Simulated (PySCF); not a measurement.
H3NSeZn, SMILES [NH2][Zn][SeH]. Atoms are numbered in the order given.

```xyz
6

Zn    -0.0189     0.8539     0.0000
N      0.1197     2.6788     0.0000
H     -0.2457     3.1624    -0.8202
H     -0.2457     3.1624     0.8202
Se     0.0484    -1.4462     0.0000
H     -1.4275    -1.5221     0.0000
```
Charge 0, spin multiplicity 1.

Geometry optimised at B3LYP-D3(BJ)/def2-SVP. The structure was generated by enumeration; whether it is a known compound was not checked. The values are those of a single conformer.

Two levels are set side by side: PBE/pcSseg-1 (PySCF) and HF/pcSseg-1 (PySCF). GIAO shifts against Me2Se (⁷⁷Se), NH3 (¹⁵N), TMS (¹H) at the same level; non-relativistic, no solvent, atoms listed together averaged. Differences are taken from unrounded values.

| quantity | HF | PBE | PBE minus HF |
|---|---|---|---|
| δ(¹⁵N) of N2 (ppm) | -27.3 | 10.9 | 38.2 |
| δ(¹H) of H3, H4 (ppm) | -0.31 | 0.46 | 0.76 |
| δ(⁷⁷Se) of Se5 (ppm) | -592.2 | -636.6 | -44.4 |
| δ(¹H) of H6 (ppm) | -0.33 | -0.24 | 0.08 |

Rough cost on one machine, each run with all the roots and properties that it gave: HF against PBE within a factor of 2.
